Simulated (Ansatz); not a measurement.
SnIH3 (SnH3I). Charge 0, multiplicity 1. Geometry PBE-D4/def2-TZVP; atoms count from 1.

```xyz
5

Sn    0.056    0.079   -0.219
I    -0.575   -0.811    2.259
H     1.047   -1.117   -0.947
H     0.891    1.564   -0.023
H    -1.419    0.286   -1.070
```

In the def2 sets I, Sn take a core potential; there is no spin–orbit coupling.

Q: Estimate the Mulliken populations from the PBE0/def2-TZVP orbitals of Ansatz.

A: 
| atom | charge (e) |
| --- | --- |
| Sn1 | 0.38 |
| I2 | -0.30 |
| H3 | -0.03 |
| H4 | -0.03 |
| H5 | -0.03 |
Mulliken values depend strongly on the basis.

Q: And the Mayer bond orders between heavy atoms (over 0.3)?

A: Sn1–I2 0.99 (2.71 Å).
